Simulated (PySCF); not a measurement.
Work out the structure from these simulated measurements.

Elements present: F and Ge. Monoisotopic mass: 111.9180 u.

- UV, strongest line: among the 15 lowest singlet transitions: S6 at 8.30 eV (149 nm, f = 0.357) [TDDFT B3LYP/def2-SVPD]
- XPS: F1s 691.8 (×2) eV [ΔSCF SCAN, pcX-2 on the ionised atom, pcseg-1 elsewhere, spin-free X2C]
- Rotational structure: rotational constants A, B, C: 15.071, 7.749, 5.118 GHz [PBE0-D3(BJ)/def2-SVP]
- UV, first state: lowest singlet excitation: 5.43 eV (228 nm, f = 0.103) [TDDFT B3LYP/def2-SVPD]
- Dipole: 2.68 D [B3LYP/def2-SVPD]
- Valence photoelectron: vertical ionisation energy: 11.89 eV [ΔSCF B3LYP/def2-SVPD]
- Polarisability: 29.6 au [B3LYP/def2-SVPD]
- Triplet: lowest triplet excitation (Tamm–Dancoff): 3.73 eV [TDA B3LYP/def2-SVPD]

Gas-phase values; electronic properties from PySCF, density fitting. Levels stand in brackets. Geometry: PBE0-D3(BJ)/def2-SVP; no solvent, vibrations or thermal averaging. The calculation (core ionisation apart) is non-relativistic and has no spin–orbit coupling, an omission that weighs most on germanium.

Task: Which formula fits the mass and the elements?

Result: GeF2 (calculated 111.9180). No other formula that holds each of these elements comes within 0.0003 u with a fitting electron parity and a possible valence count.

Task: What is the compound? Reason from the data.

Result: The core levels belong to: F1s 691.8 eV, fluorine bonded to Ge. No core level of Ge was computed. The optimised geometry has point group C2v and is an asymmetric top. Structure: `[F][Ge][F]`. The assignments are read from this structure; whether some other isomer fits the data as well wasn't checked.
